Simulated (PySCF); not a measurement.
Delta-SCF ions had no search for a lower state. Excitations are Tamm–Dancoff values on a coarser integration grid. The basis has no diffuse functions, so Rydberg states are missing or too high.

Cartesian coordinates (Å):
```xyz
5

C     -1.0378    -0.1676     0.8135
C     -0.0681    -0.0110     0.1220
C      1.0367     0.1676    -0.6658
N      1.9691     0.3183    -1.3308
H     -1.8962    -0.3063     1.4256
```
Charge 0, multiplicity 1.

Task: Estimate the LUMO, HOMO–LUMO gap, S1 excitation (TDA), vertical ionisation energy (Delta-SCF), HOMO, total energy and dipole moment that PBE-D3(BJ)/def2-TZVP // B3LYP-D3(BJ)/def2-TZVP (PySCF) returns for this input.

Result: 
```yaml
LUMO: -2.59 eV
HOMO–LUMO gap: 5.25 eV
S1 excitation (TDA): 5.25 eV
vertical ionisation energy (Delta-SCF): 11.37 eV
HOMO: -7.85 eV
total_energy: -4610.54 eV
dipole_moment: 3.76 D
```
